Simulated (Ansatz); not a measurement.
## Which is lower?

Two relaxed structures of BH₃TeS, closed shell (PBE0-D4/def2-TZVP; forces vanish, vibrations not checked).

A:

B1  (-0.459, 0.045, 0.201)
Te2  (-2.115, -1.098, 0.893)
S3  (1.082, 0.104, 1.083)
H4  (-0.624, 0.645, -0.813)
H5  (-1.354, -1.676, 2.249)
H6  (1.740, 0.927, 0.248)
(Å)

B:

```
6
angstrom
B -1.2471 0.0807 -0.9145
Te -0.0790 -0.2125 0.8245
S 2.2530 -1.0949 1.5080
H -0.7537 -1.6995 1.0850
H -0.9511 0.4191 -2.0235
H 2.3134 -0.2173 2.5236
```

Program: Ansatz 0.2.0. Basis: def2-TZVPP. Cores are frozen in the correlated methods. Filled d shells of the heavier atoms are correlated. Core potentials replace the inner electrons of the atoms past krypton. The def2 sets are not built for correlating such inner shells, so the correlated values are less sure here. B3LYP uses VWN-RPA correlation.

Q: Which structure is lower at CCSD(T), and by how much? (Judge from chemistry; the value comes from the calculation.)

A: The calculation gives: A, by 394.5 kJ/mol (electronic energy, against the other). By their contacts, A is BH₃TeS ([SH][BH][TeH]) and B is BH₃TeS ([BH][TeH][SH]).

All methods give the same order:

```tsv
method	E(B) − E(A) (kJ/mol)
PBE-D4	370.1
r2SCAN-D4	387.9
PBE0-D4	398.4
B3LYP-D4	385.7
wB97M-V	418.8
HF	442.5
MP2	417.1
CCSD	409.6
CCSD(T)	394.5
```

No T1 diagnostic of these runs exceeds 0.020. The restricted Hartree–Fock reference is unstable towards an unrestricted one at one or more of these structures.

Labels in which every atom is bracketed show which atoms are joined, not bond orders.

For scale, one of the runs: CCSD(T)/def2-TZVPP, 165 basis functions, launched by `ansatz run in.yaml --threads 2 --pin off --events-out ev --progress --plain --max-ram 4352MiB`. The run took 57 s on 2 CPU threads of an Arm Neoverse V2 (shared host), with 1.4 GiB of host memory at its peak.
